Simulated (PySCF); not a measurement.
C3H6O2Si, SMILES C=COC(=O)[SiH3]. Atoms are numbered in the order given.

```xyz
12

C     -2.6663     0.3947    -0.1088
C     -1.6100     1.1881    -0.2828
O     -0.2716     0.8852    -0.2034
C      0.2231    -0.3416     0.0808
O     -0.4418    -1.3166     0.2990
Si     2.1508    -0.3714     0.0988
H     -3.6534     0.8478    -0.2201
H     -2.5877    -0.6621     0.1341
H     -1.7101     2.2485    -0.5266
H      2.5617    -0.8455     1.4504
H      2.5756    -1.3566    -0.9354
H      2.7296     0.9712    -0.1860
```

Coordinates come from a PBE0-D3(BJ)/def2-SVP optimisation. One conformer was computed; it need not be the lowest.

Two levels are set side by side: PBE/pcSseg-1 (PySCF) and PBE0/pcSseg-1 (PySCF). GIAO shifts against H2O (¹⁷O), TMS (²⁹Si), TMS (¹H), TMS (¹³C) at the same level; non-relativistic, no solvent, atoms listed together averaged. Differences are taken from unrounded values.

```
quantity                       PBE0    PBE  PBE minus PBE0
----------------------------  -----  -----  --------------
δ(¹³C) of C1 (ppm)            113.2  112.0            -1.2
δ(¹³C) of C2 (ppm)            153.5  152.3            -1.2
δ(¹⁷O) of O3 (ppm)            282.8  301.7            18.9
δ(¹³C) of C4 (ppm)            184.7  179.8            -4.8
δ(¹⁷O) of O5 (ppm)            542.9  535.1            -7.9
δ(²⁹Si) of Si6 (ppm)          -81.3  -89.1            -7.8
δ(¹H) of H9 (ppm)              6.60   6.59           -0.01
δ(¹H) of H10, H11, H12 (ppm)   4.41   4.45            0.04
```

Rough cost on one machine, each run with all the roots and properties that it gave: PBE0 against PBE within a factor of 2.
